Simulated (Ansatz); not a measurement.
Consider the redistribution: `CS[SiH2]BO` + `OCC[SiH2]S` → `OBCCO` + `CS[SiH2][SiH2]S`.

Computed with Ansatz on PBE0-D4/def2-TZVP structures; ΔE is electronic, products minus reactants. CBS: MP2 limit from def2 TZ/QZ plus the TZ coupled-cluster correction, frozen cores. DFT in def2-TZVPP. B3LYP here is the variant with VWN-RPA as its local correlation; programs differ in this. Each species was taken in one conformer, which may not be the lowest.

`CS[SiH2]BO`:

Z-matrix (Å, degrees):
```
C
S 1 1.816
H 1 1.091 2 111.1
H 1 1.090 2 106.8 3 -118.3
H 1 1.090 2 111.6 3 123.1
Si 2 2.137 1 99.5 3 -60.4
B 6 2.033 2 109.7 1 -58.4
H 6 1.499 2 109.8 1 63.3
H 6 1.487 2 105.0 1 179.9
O 7 1.351 6 122.8 2 112.4
H 7 1.200 6 121.7 2 -64.8
H 10 0.962 7 114.1 6 3.1
```

`OCC[SiH2]S`:

Z-matrix (Å, degrees):
```
C
C 1 1.513
O 1 1.419 2 108.2
H 1 1.098 2 110.7 3 121.0
H 1 1.098 2 109.6 3 -120.3
Si 2 1.883 1 112.7 3 53.6
H 2 1.095 1 109.2 3 174.0
H 2 1.094 1 110.5 3 -68.4
H 3 0.960 1 108.9 2 -175.0
S 6 2.134 2 113.2 1 -83.8
H 6 1.487 2 110.4 1 159.7
H 6 1.489 2 108.3 1 41.0
H 10 1.345 6 92.4 2 50.5
```

`OBCCO`:

Cartesian coordinates in Å:
```
O -0.293 -0.163 2.489
B 0.421 -0.081 1.341
C -0.282 -0.410 -0.017
C 0.174 0.435 -1.194
O -0.315 -0.022 -2.439
H 0.229 0.019 3.274
H 1.589 0.218 1.395
H -0.033 -1.459 -0.243
H -1.372 -0.371 0.094
H 1.263 0.405 -1.279
H -0.106 1.486 -1.034
H -1.274 -0.057 -2.387
```

`CS[SiH2][SiH2]S`:

```xyz
13

C    -1.017    0.003   -1.775
S    -1.139    1.376   -0.593
Si   -0.783    0.312    1.226
Si    1.335   -0.689    1.087
S     2.578    0.697    0.033
H    -0.014   -0.425   -1.781
H    -1.752   -0.770   -1.554
H    -1.227    0.419   -2.760
H    -1.849   -0.702    1.463
H    -0.825    1.342    2.295
H     1.253   -1.998    0.380
H     1.924   -0.946    2.427
H     1.515    1.381   -0.448
```

```tsv
level	ΔE (kcal/mol)	difference from CCSD(T)/CBS
PBE-D4	-9.8	-1.9
r2SCAN-D4	-8.9	-1.0
PBE0-D4	-9.6	-1.7
B3LYP-D4	-8.4	-0.5
ωB97X-V	-7.5	0.4
ωB97M-V	-7.4	0.5
PBE	-9.3	-1.4
r2SCAN	-8.8	-0.9
PBE0	-9.2	-1.3
B3LYP	-7.7	0.2
MP2/def2-TZVPP	-7.5	0.4
SCS-MP2/def2-TZVPP	-6.7	1.2
CCSD/def2-TZVPP	-7.1	0.8
CCSD(T)/def2-TZVPP	-7.3	0.6
HF/def2-QZVPP	-6.2	1.7
SCS-MP2/def2-QZVPP	-7.0	0.9
CCSD(T)/CBS	-7.9	0
```

Largest T1 diagnostic among the species: 0.013.

In def2-TZVPP, CCSD(T) changes the Hartree–Fock value by −1.1 kcal/mol (the triples alone add −0.3 kcal/mol) and MP2 by −1.3 kcal/mol.
